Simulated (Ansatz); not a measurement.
Single points on the cluster Be5S4⁺.

```yaml
crystal:
  periodic: [false, false, false]
  atoms:
    - {symbol: Be, position_ang: [1.628905, 0.209920, 0.183400]}
    - {symbol: Be, position_ang: [1.947003, -2.660074, -0.568573]}
    - {symbol: Be, position_ang: [-0.608343, -1.475794, 0.410688]}
    - {symbol: Be, position_ang: [0.022382, 2.171973, -0.263835]}
    - {symbol: Be, position_ang: [-2.117391, 0.556906, -0.050906]}
    - {symbol: S, position_ang: [-1.716182, 2.335374, 0.488497]}
    - {symbol: S, position_ang: [1.290164, -1.564095, 1.066569]}
    - {symbol: S, position_ang: [1.822551, 1.759492, -0.837807]}
    - {symbol: S, position_ang: [-2.269100, -1.333701, -0.428024]}
basis:
  gaussian: {orbitals: def2-TZVP, initial_orbitals: start.molden}
total_charge: 1
magnetization: {spin_polarized: true, initial_magnetization: 1}
hamiltonian: {xc: {name: B97M-V}}
scf: {omitted_lower_state_checks: [starts]}
output: {orbitals: {seedname: orbitals}}
```

The file start.molden holds the orbitals of an earlier run on this structure, at another level or in another basis.

```sh
$ ansatz run in.yaml --threads 4 --pin off --events-out ev --progress --plain --max-ram 4787MiB
```

Output, abridged:

```
Functional definition: B97M-V
1749 factors; their error is unknown
mean field evaluation 1: about -45342.6631 eV, gradient 1.7e1 eV
mean field evaluation 2: about -45342.9315 eV, gradient 3.2e-1 eV
mean field evaluation 4: about -45342.9125 eV, gradient 8.9e-2 eV
mean field evaluation 8: about -45342.9125 eV, gradient 2.9e-5 eV
mean field -45342.91252738 eV, -1666.3213008512 hartree, gradient 2.9e-5 eV, S^2 0.751289; 0 other end points of the search recorded, 0 dependent functions left out
reference -45342.91262041 eV, -1666.3213042699 hartree; 42, 41 occupied and 201, 202 virtual orbitals, 1749 factors
Total energy: -45342.91262041 eV, -1666.3213042699 hartree
Checks for a lower state left out: starts
```

It took 40 s on 4 threads of Intel Xeon on a shared host, peak host memory 0.76 GiB.

First input, but with `gaussian: {orbitals: def2-SVP, initial_orbitals: start.molden}`, `hamiltonian: {xc: pbe, dispersion: d4}` (abridged; 5 s):

```
Functional definition: PBE
mean field -45310.53066122 eV, -1665.1312892192 hartree, gradient 7.4e-5 eV, S^2 0.751133
Total energy: -45310.95695799 eV, -1665.1469553362 hartree
Checks for a lower state left out: starts
```

First input, but with `correlation: {method: mp2}` and without the key `hamiltonian` (abridged; 20 s):

```
Functional definition: HF
mean field -45265.48692314 eV, -1663.4759623762 hartree, gradient 2.1e-6 eV, S^2 0.751504
20 core orbitals not correlated: weight in the atoms' cores, before any rotation towards them, 1.000 or more for the frozen orbitals, at most 0.000 for the correlated occupied ones
second order -26.02231101 eV of doubles, -0.00000000 eV of singles
Total energy: -45291.50923415 eV, -1664.4322646673 hartree
Checks for a lower state left out: starts
```

First input, but with `gaussian: {orbitals: def2-SVP, initial_orbitals: start.molden}`, `correlation: {method: ccsd_t}`, `scf: {omitted_lower_state_checks: [starts, cluster_reference]}` and without the key `hamiltonian` (abridged; 71 s):

```
Functional definition: HF
mean field -45247.85048801 eV, -1662.8278353399 hartree, gradient 2.3e-6 eV, S^2 0.751237
20 core orbitals not correlated: weight in the atoms' cores, before any rotation towards them, 1.000 or more for the frozen orbitals, at most 0.000 for the correlated occupied ones
second order -16.51669012 eV of doubles, -0.00000000 eV of singles
cycle   1  -17.42013533 eV  change   -9.0e-1 eV  update   1.1e-1
cycle   2  -17.84730359 eV  change   -4.3e-1 eV  update   3.4e-2
cycle   3  -17.94989518 eV  change   -1.0e-1 eV  update   1.9e-2
cycle   4  -17.94529823 eV  change    4.6e-3 eV  update   5.8e-3
cycle   5  -17.94301123 eV  change    2.3e-3 eV  update   2.3e-3
cycle   6  -17.94294235 eV  change    6.9e-5 eV  update   9.5e-4
cycle   7  -17.94318371 eV  change   -2.4e-4 eV  update   4.3e-4
cycle   8  -17.94339663 eV  change   -2.1e-4 eV  update   2.0e-4
cycle   9  -17.94344250 eV  change   -4.6e-5 eV  update   9.7e-5
cycle  10  -17.94339741 eV  change    4.5e-5 eV  update   5.0e-5
perturbative correction -0.69092097 eV, -0.0253908772 hartree
Total energy: -45266.48480639 eV, -1663.5126339094 hartree
Checks for a lower state left out: starts, cluster_reference
```

Geometry: PBE-D4/def2-SVP.

Correlated methods freeze 20 core orbitals. Another isomer (doublet) lies 1.03 eV lower at PBE0-D4/def2-TZVP; other spin states weren't run for this one.
